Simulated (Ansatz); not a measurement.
Relaxation of CH4BrFOSi (9 atoms, charge 0, multiplicity 1), to a largest force component of 0.015 eV/Å in at most 40 steps.

These are results of Ansatz 0.2.0, RKS B3LYP-D4/def2-SVP, not measurements.

```xyz
9
Properties=species:S:1:pos:R:3
F -1.416 0.755 0.893
C -0.365 0.069 1.189
Br 0.200 0.546 2.968
O 0.734 0.394 0.266
Si 1.044 2.048 0.181
H -0.613 -0.979 1.216
H 1.666 2.520 1.413
H -0.199 2.745 -0.090
H 1.953 2.201 -0.947
```

Q: Where does it end, and by what steps?

A: The forces met the threshold. After 16 steps the energy has fallen by 0.585 eV; H7 moved furthest, 0.51 Å.

| step | energy less start (eV) | largest force component (eV/Å) | accepted |
| --- | --- | --- | --- |
| 0 | 0.0000 | 3.616 | yes |
| 1 | -0.3886 | 2.028 | yes |
| 2 | -0.5284 | 1.090 | yes |
| 3 | -0.5030 | 1.536 | no |
| 4 | -0.5731 | 0.107 | yes |
| 5 | -0.5751 | 0.095 | yes |
| 6 | -0.5755 | 0.046 | yes |
| 7 | -0.5758 | 0.033 | yes |
| 8 | -0.5769 | 0.022 | yes |
| 9 | -0.5778 | 0.068 | yes |
| 10 | -0.5786 | 0.126 | yes |
| 11 | -0.5797 | 0.148 | yes |
| 12 | -0.5816 | 0.200 | yes |
| 13 | -0.5828 | 0.171 | yes |
| 14 | -0.5845 | 0.065 | yes |
| 15 | -0.5849 | 0.029 | yes |
| 16 | -0.5850 | 0.014 | yes |

```xyz
9
Properties=species:S:1:pos:R:3
F -1.564 0.392 0.686
C -0.357 0.022 1.172
Br -0.270 0.691 3.073
O 0.646 0.498 0.427
Si 1.110 2.124 0.186
H -0.310 -1.072 1.255
H 2.126 2.498 1.201
H -0.077 3.013 0.262
H 1.701 2.133 -1.174
```

Run time: 62 s on 2 threads of Arm Neoverse V1 (shared host), peak memory 0.28 GiB.
